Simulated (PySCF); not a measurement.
Compound: C₅H₁₁N₃Si.
Geometry (GFN2-xTB, Å), atoms numbered from 1 in this order:
```xyz
20
C5H11N3Si angstrom
C     -1.1130    1.5239   -1.0180
Si    -0.5918   -0.0225   -0.0403
C     -1.2433   -0.0090    1.7471
C     -1.0356   -1.6283   -0.9521
N      1.1784    0.0245    0.0676
C      1.9523    0.9930    0.6418
N      3.2119    0.7154    0.5486
N      3.3173   -0.4615   -0.0990
C      2.1190   -0.8604   -0.3780
H     -2.1906    1.5594   -1.1427
H     -0.6674    1.5379   -2.0092
H     -0.8123    2.4381   -0.5138
H     -0.8739   -0.8602    2.3130
H     -0.9410    0.8898    2.2776
H     -2.3279   -0.0492    1.7647
H     -2.1122   -1.7210   -1.0525
H     -0.6815   -2.5059   -0.4188
H     -0.6123   -1.6538   -1.9522
H      1.5437    1.8660    1.1059
H      1.8752   -1.7655   -0.8927
```

NICS is the negative of the GIAO shielding at a point without a nucleus: at the ring centre (0) and 1 Å above and below it (1); zz is the component along the ring normal. Level: GIAO PBE0/pcSseg-1 (PySCF, non-relativistic, gas phase) on the GFN2-xTB geometry, one conformer.

Ring bond lengths (Å), with Mayer bond orders in brackets: N5–C6 1.366 (1.16), C6–N7 1.293 (1.67), N7–N8 1.348 (1.21), N8–C9 1.293 (1.66), C9–N5 1.366 (1.16).

Problem. What do the NICS probes read (ppm)?

Solution. 
```csv
ring,type,NICS(0),"NICS(1), two faces","NICS(1)zz, two faces",rms pucker (Å),"centre to ring atoms, mean (Å)"
N5–C6–N7–N8–C9,5-membered ring with 3 N; formal bonds all aromatic,-11.7,-11.9 / -11.9,-31.8 / -31.8,0.00,1.13
```

Problem. What do they say, and how far can they be read as aromaticity?

Solution. 
- N5–C6–N7–N8–C9: mean NICS(1)zz -31.8 ppm, shielded. The ring is flat and has no four-coordinate atom; by the NICS criterion it is aromatic.

Problem. What does the geometric index give? HOMA = 1 − mean of α(R − Ropt)² over the ring bonds, with Krygowski's 1993 parameters (CN: Ropt 1.334 Å, α 93.52 Å⁻²; NN: Ropt 1.309 Å, α 130.33 Å⁻²).

Solution. 
- N5–C6–N7–N8–C9: HOMA 0.86; the largest term is that of N7–N8, α(R − Ropt)² = 0.19. The geometric and the magnetic index point the same way.
